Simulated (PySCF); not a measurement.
Coordinates in bohr (charge 0 multiplicity 1):
```
Ti    0.0000    0.0000    0.0000
F     1.8924    1.8924   -1.8924
F     1.8924   -1.8924    1.8924
F    -1.8924    1.8924    1.8924
F    -1.8924   -1.8924   -1.8924
```

These are results of B3LYP in PySCF with Ti def2-SVP, F def2-SVP; no relativity; density-fitted integrals, not measurements.

This geometry of TiF₄ is a stationary point at this level.

Q: What is the point group?

A: Td.

Q: Is it a minimum?

A: Yes: all harmonic wavenumbers are real.

Q: What are the dipole moment and the gap between the highest occupied and lowest empty levels?

A: 0.00 D and 8.60 eV.

Q: Give the atomic charges and bond orders.

A: 
```tsv
atom	Mulliken	Löwdin	polar tensor	Mayer order to Ti1
Ti1	1.38	0.47	2.49	–
F2,3,4,5	-0.35	-0.12	-0.62	1.06
```

Q: Give the ideal-gas entropy at 298.15 K and 1 bar by parts.

A: translation 169.0, rotation 90.6, vibration 44.4, spin 0.0; total 303.9 J/(mol K).

Stability towards spin polarisation was not tested. Only a few start shapes were tried, so a lower isomer may exist.
